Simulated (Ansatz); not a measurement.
Total energies of `[NH3+][Ag-][OH]`.

```xyz
7

N    -0.594   -0.797    0.958
Ag    0.254    0.368   -0.620
O     0.967    1.377   -2.165
H    -0.453   -0.350    1.856
H    -0.172   -1.718    1.002
H    -1.591   -0.919    0.827
H     1.590    2.039   -1.858
```

The species carries charge 0 and has multiplicity 1. Correlated methods include outer-core shells of Ag, which these sets cover unevenly. Ag takes the def2 core potential. The structure was optimised at the PBE0-D4/def2-TZVP level. It is one conformer, not always the lowest. Basis def2-TZVPP, Ansatz.

RPA on PBE orbitals: Hartree–Fock energy of these orbitals -277.76493 Eh, correlation -1.67652 Eh (frozen core).

```json
{"functional": "LDA (SPW92)", "energy without D4 (Eh)": "-278.19535", "D4 term (kJ/mol)": "–"}
{"functional": "BLYP", "energy without D4 (Eh)": "-279.39561", "D4 term (kJ/mol)": "-20.1"}
{"functional": "PBE0", "energy without D4 (Eh)": "-279.30061", "D4 term (kJ/mol)": "-7.5"}
{"functional": "B3LYP", "energy without D4 (Eh)": "-279.51513", "D4 term (kJ/mol)": "-14.7"}
{"functional": "r2SCAN0", "energy without D4 (Eh)": "-279.37250", "D4 term (kJ/mol)": "-2.5"}
{"functional": "HSE06 (plane-wave form)", "energy without D4 (Eh)": "-279.29313", "D4 term (kJ/mol)": "-7.0"}
{"functional": "BHLYP", "energy without D4 (Eh)": "-279.27646", "D4 term (kJ/mol)": "-11.5"}
{"functional": "LC-ωPBE", "energy without D4 (Eh)": "-279.40426", "D4 term (kJ/mol)": "–"}
{"functional": "B2PLYP", "energy without D4 (Eh)": "-279.27753", "D4 term (kJ/mol)": "–"}
{"functional": "PBE-QIDH", "energy without D4 (Eh)": "-279.22919", "D4 term (kJ/mol)": "–"}
```

Task: Give the same for PBE, revPBE, r2SCAN, B97M-V, r2SCANh, CAM-B3LYP, ωB97X-V, ωB97M-V. (Best estimate.)

Result: Computed: 
| functional | energy without D4 (Eh) | D4 term (kJ/mol) |
| --- | --- | --- |
| PBE | -279.32331 | -9.0 |
| revPBE | -279.47470 | -28.4 |
| r2SCAN | -279.43857 | -2.1 |
| B97M-V | -279.41180 | – |
| r2SCANh | -279.41157 | -2.2 |
| CAM-B3LYP | -279.37514 | -7.6 |
| ωB97X-V | -279.37835 | – |
| ωB97M-V | -279.33334 | – |

B3LYP takes the VWN-RPA correlation (the form of Gaussian; ORCA's B3LYP/G). HSE06 is the plane-wave form, built on full-range PBE exchange. The double hybrids freeze the cores in their second-order part.

LC-ωPBE has ω = 0.4 bohr⁻¹.
